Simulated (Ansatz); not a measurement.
Ansatz results at the PBE0-D4/def2-TZVP geometry: size of the dipole moment (ωB97M-V/def2-TZVPP) 2.23 D; size of the dipole moment (PBE/def2-TZVPP) 2.02 D; zero-point energy (PBE0-D4/def2-TZVP) 17.3 kJ/mol.

(1) Which molecule gave them?
A. `[F][GaH]`•
B. `[Cl][Sb][Cl]`•
C. `O=C=[N][GeH][Cl]`•
D. `O[SiH][SiH3]`•

## Answers

(1) A. The others give `O[SiH][SiH3]`•: 1.22, 1.17, 122.2; `O=C=[N][GeH][Cl]`•: 2.36, 2.04, 58.0; `[Cl][Sb][Cl]`•: 2.64, 2.35, 5.2.
